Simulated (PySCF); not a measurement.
## Cost of response and excited-state runs on `FC(S([SiH2][SiH2]N)(=O)=O)(F)F`, CH6F3NO2SSi2

Geometry:
```tsv
atom	x (Å)	y (Å)	z (Å)
N1	2.391	0.815	-0.258
Si2	2.269	-0.694	0.525
Si3	0.162	-1.454	-0.155
S4	-0.850	0.446	0.357
O5	-0.516	0.638	1.752
O6	-0.394	1.488	-0.547
C7	-2.751	0.566	0.281
F8	-3.274	-0.357	1.098
F9	-3.245	1.751	0.594
F10	-3.129	0.250	-0.966
H11	1.560	1.391	-0.358
H12	3.216	1.389	-0.199
H13	2.309	-0.766	1.998
H14	3.332	-1.545	-0.032
H15	-0.394	-1.601	-1.506
H16	-0.694	-2.310	0.673
```

PySCF with density fitting, on 1 thread of an AMD EPYC 9R45 96-Core, shared host. Command: `OMP_NUM_THREADS=1 python excited_run.py task.json out`

Q: How long does this run take, and how much memory?
- excited states, B3LYP/def2-SVP; Tamm-Dancoff; spin-orbit couplings; 8 states; 6 triplets; quadratic response for 4 states; writes grids

A: 
| run | level | basis functions | wall time | peak memory (GiB) |
| --- | --- | --- | --- | --- |
| excited states | B3LYP/def2-SVP | 182 | 28 s | 0.83 |

Times from a shared host are rough.
